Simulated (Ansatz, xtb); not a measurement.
## Two isomers of C3H10OSi

Structure I: `C[C@@H](O)C[SiH3]`, a singlet. Structure II: `CC[C@@H](O)[SiH3]`, a singlet. Both are isolated molecules in the gas phase, relaxed with PBE0-D3(BJ)/def2-SVP, each in the lowest conformer that the search found.

Energies in hartree; the thermal terms are from GFN2-xTB frequencies at re-optimised GFN2-xTB minima (ideal gas, soft modes damped towards free rotors, one conformer each, 298.15 K, 1 atm) and include the zero-point energy:

|  | I | II |
| --- | --- | --- |
| E, CCSD(T)/def2-SVP | −483.794293 | −483.782562 |
| E, MP2/def2-SVP | −483.705091 | −483.692917 |
| E, MP2/def2-TZVPP | −484.204343 | −484.192670 |
| zero-point energy | 0.120301 | 0.119865 |
| H(298 K) − E | 0.128975 | 0.128913 |
| G(298 K) − E | 0.089082 | 0.088198 |

Question: Correct the CCSD(T) difference for the basis set by the MP2 change, then work out ΔE, ΔE₀, ΔH and ΔG for I → II in kJ/mol (1 Eh = 2625.50 kJ/mol) and the equilibrium ratio [II]/[I].

Answer: 1. Differences II − I: CCSD(T) +0.011731, MP2 in the small set +0.012174, MP2 in the large set +0.011673 Eh.
2. ΔE = +0.011731 + (+0.011673 − (+0.012174)) = +0.011230 Eh = +29.48 kJ/mol.
3. ΔE₀ = ΔE + ΔZPE = +0.011230 + (−0.000436) Eh = +28.34 kJ/mol.
4. ΔH = ΔE + (−0.000062) Eh = +29.32 kJ/mol.
5. ΔG = ΔE + (−0.000884) Eh = +27.16 kJ/mol, so ΔS = (ΔH − ΔG)/T = +7.2 J/(mol K).
6. kT = 0.9442 mEh, so K = [II]/[I] = exp(−ΔG/kT) = exp(−10.96) ≈ 1.7 × 10^−5.

Structure I is favoured at this temperature. An error of 4 kJ/mol in ΔG would change K by a factor of 5. Mirror images and further conformers aren't counted.

As drawn, both hold the same kinds of bond in the same numbers.

Other levels gave ΔE = +25.8 (GFN2-xTB); +22.9 (HF/STO-3G, GFN2-xTB geometries); +29.9 (r2SCAN-D4/def2-SVP, GFN2-xTB geometries); +29.6 (PBE0-D3(BJ)/def2-SVP); +31.2 (HF/def2-SVP); +32.0 (MP2/def2-SVP); +30.8 (CCSD(T)/def2-SVP) kJ/mol. The correlated steps freeze 9 core orbitals. Programs: Ansatz 0.2.0, xtb 6.7.1.
